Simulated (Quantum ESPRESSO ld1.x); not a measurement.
Values are calculated unless marked as measured or tabulated.
Problem. The nickel ion Ni22+, configuration [He] 2s2 2p2. Level of theory: scalar-relativistic Kohn-Sham, LDA (Slater exchange, VWN5 correlation), spin-polarised, spherical densities, point nucleus; open shells are filled with parallel spins first (ld1.x of Quantum ESPRESSO 7.5). Some entries of the table are withheld. Estimate them.

orbital,occ.,eigenvalue (hartree),r(max) (bohr),<r> (bohr)
1s up,1,-348.5684,0.035,0.05398
1s down,1,-348.0481,0.035,0.05391
2s up,1,-75.0745,0.196,0.2285
2s down,1,-74.2480,0.196,0.2297
2p up,2,(1),0.154,0.1965
2p down,0,(2),0.156,0.1977
3s up,0,-30.8315,0.517,0.5399
3s down,0,-30.6325,0.517,0.5429
3p up,0,-29.7597,0.489,(3)
3p down,0,-29.5290,0.492,(4)

Solution. 
(1) 2p up eigenvalue (hartree): -71.6619
(2) 2p down eigenvalue (hartree): -70.6592
(3) 3p up <r> (bohr): 0.5150
(4) 3p down <r> (bohr): 0.5186
